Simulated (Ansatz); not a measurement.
Program: Ansatz. Geometries: PBE0-D4/def2-TZVP. ΔE: electronic, gas phase. CCSD(T)/CBS is the MP2 limit (def2-TZVPP, def2-QZVPP) plus CCSD(T) − MP2 in def2-TZVPP, frozen cores. This one scheme is used for every species. DFT in def2-TZVPP. For Zn outer-core shells are correlated without core-valence functions, which leaves a few kJ/mol of doubt a bond. Scalar relativity is left out up to krypton. Each species was taken in one conformer, which may not be the lowest.

Consider the cleavage of the Zn–Si bond: `Cl[SiH2][ZnH]` + `C[SiH2]O` → `C[SiH2][O][ZnH]` + `[SiH3]Cl`.

`Cl[SiH2][ZnH]`:

Cartesian coordinates in Å:
```
Cl 0.629 -1.927 1.131
Si 0.729 -0.170 0.017
Zn -1.485 0.677 -0.244
H 1.652 0.738 0.753
H 1.410 -0.524 -1.259
H -2.936 1.207 -0.399
```

`C[SiH2]O`:

```xyz
9

C     0.082    1.169   -0.045
Si   -0.275   -0.640   -0.307
O     0.787   -1.620    0.494
H    -0.614    1.780   -0.627
H     1.099    1.416   -0.361
H    -0.027    1.451    1.005
H    -0.125   -1.001   -1.738
H    -1.674   -0.924    0.129
H     0.747   -1.633    1.450
```

`C[SiH2][O][ZnH]`:

Cartesian coordinates in Å:
```
C -1.218 -1.183 0.527
Si 0.444 -0.451 0.113
O 0.280 1.090 -0.370
Zn 1.071 2.545 -0.975
H -1.108 -2.222 0.853
H -1.702 -0.624 1.332
H -1.878 -1.168 -0.344
H 1.090 -1.272 -0.957
H 1.328 -0.533 1.316
H 1.693 3.819 -1.495
```

`[SiH3]Cl`:

Cartesian coordinates in Å:
```
Si 0.124 -0.015 0.029
Cl -1.862 0.223 -0.435
H 0.674 -1.110 -0.803
H 0.235 -0.353 1.466
H 0.829 1.255 -0.258
```

**Question.** Is it downhill or uphill in electronic energy at CCSD(T)/CBS, and by how much? (An estimate is asked.)

**Answer.** The calculation gave: Downhill: ΔE = -0.65 eV.

**Question.** What do these levels give: PBE-D4, r2SCANh-D4, r2SCAN0-D4, CAM-B3LYP-D4, revPBE, CAM-B3LYP, LC-ωPBE, CCSD/def2-SVP, HF/def2-TZVPP, MP2/def2-TZVPP, CCSD(T)/def2-TZVPP, MP2/CBS(def2)? (Estimate.)

**Answer.** Computed: PBE-D4 -0.42, r2SCANh-D4 -0.58, r2SCAN0-D4 -0.57, CAM-B3LYP-D4 -0.65, revPBE -0.40, CAM-B3LYP -0.65, LC-ωPBE -0.58, CCSD/def2-SVP -0.80, HF/def2-TZVPP -0.73, MP2/def2-TZVPP -0.74, CCSD(T)/def2-TZVPP -0.67, MP2/CBS(def2) -0.71 eV.

Largest T1 diagnostic among the species: 0.015.

Leaving LDA and LC-ωPBE aside and taking each functional with its dispersion term where it has one, the values, not all of them listed here, spread over 0.25 eV, from B2PLYP to PBE-D4. LDA lies −0.04 eV from PBE without D4. At CCSD(T), def2-SVP lies −0.15 eV from the extrapolated value and def2-TZVPP −0.03 eV. From PBE to PBE0 (25 % exact exchange), in def2-TZVPP and without D4, ΔE moves by −0.03 eV.
